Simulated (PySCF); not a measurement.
**Worked example: oscillator strength and radiative lifetime**

Ge(H)3(OSiH3) (GeH6OSi), SMILES [O]([SiH3])[GeH3].

Geometry optimised at B3LYP-D3(BJ)/def2-SVP. The structure was generated by enumeration, and PubChem lists no compound with its InChIKey, so it may never have been made.

TDDFT-PBE0/def2-SVPD run with PySCF puts the first singlet state with f over 0.02 at 7.55 eV (vertical), with the transition dipole (-0.087, -0.421, 0.219) in atomic units.

Question: Find the oscillator strength, the wavelength and the radiative lifetime that this transition would have in vacuum if emission retraced absorption.

Answer: 
|μ|² = 0.2328 au, so |μ| = 1.23 D. ΔE = 7.55/27.211 = 0.2775 hartree. f = (2/3) ΔE |μ|² = 0.043 (the program prints 0.043).
λ = 1239.84/7.55 = 164 nm; ν = 60895 cm⁻¹.
Einstein's coefficient A = 0.6670 ν² f s⁻¹ (ν in cm⁻¹) = 1.1e8 s⁻¹, so τ = 1/A = 9.4 ns. This state is S3; the lower singlets have f = 0.001, 0.004. The figure is the radiative limit of this one transition; relaxation, internal conversion, crossing to triplets and a medium change what is measured.
